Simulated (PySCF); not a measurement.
**UHF on Sn²⁺ (tin, charge +2)**

Configuration: [Kr] 4d10 5s1 5p1, high-spin 3P determinant (an excited configuration). Calculation: PySCF 2.14, in aug-cc-pVTZ-PP with ECP28MDF; a scalar-relativistic core potential.

* Total energy: -212.376883 hartree
* One-electron energy: -361.3013 hartree
* Hartree (Coulomb) energy: 165.6818 hartree
* Exchange energy: -16.7573 hartree
* ⟨S²⟩: 2.0017
* ⟨L²⟩: 2.018
* Sum of ⟨r⟩: 22.84 bohr
* Sum of ⟨r²⟩: 34.26 bohr²
* Traceless quadrupole moment −½Σ⟨3z² − r²⟩ along its main axis: -3.48 e·bohr²

```json
{"shell": "4s α", "electrons": "1", "mean orbital energy (eV)": "-178.37", "spread (eV)": "0", "rms radius, mean of both spins (bohr)": "0.879"}
{"shell": "4s β", "electrons": "1", "mean orbital energy (eV)": "-177.78", "spread (eV)": "0", "rms radius, mean of both spins (bohr)": "0.879"}
{"shell": "4p α", "electrons": "3", "mean orbital energy (eV)": "-128.96", "spread (eV)": "0.186", "rms radius, mean of both spins (bohr)": "0.952"}
{"shell": "4p β", "electrons": "3", "mean orbital energy (eV)": "-128.63", "spread (eV)": "0.639", "rms radius, mean of both spins (bohr)": "0.952"}
{"shell": "4d α", "electrons": "5", "mean orbital energy (eV)": "-54.468", "spread (eV)": "0.467", "rms radius, mean of both spins (bohr)": "1.16"}
{"shell": "4d β", "electrons": "5", "mean orbital energy (eV)": "-54.067", "spread (eV)": "0.745", "rms radius, mean of both spins (bohr)": "1.16"}
{"shell": "5s α", "electrons": "1", "mean orbital energy (eV)": "-31.913", "spread (eV)": "0", "rms radius, mean of both spins (bohr)": "2.39"}
{"shell": "5p α", "electrons": "1", "mean orbital energy (eV)": "-23.123", "spread (eV)": "0", "rms radius, mean of both spins (bohr)": "2.82"}
```

Energies and moments cover only the electrons outside the core potential.
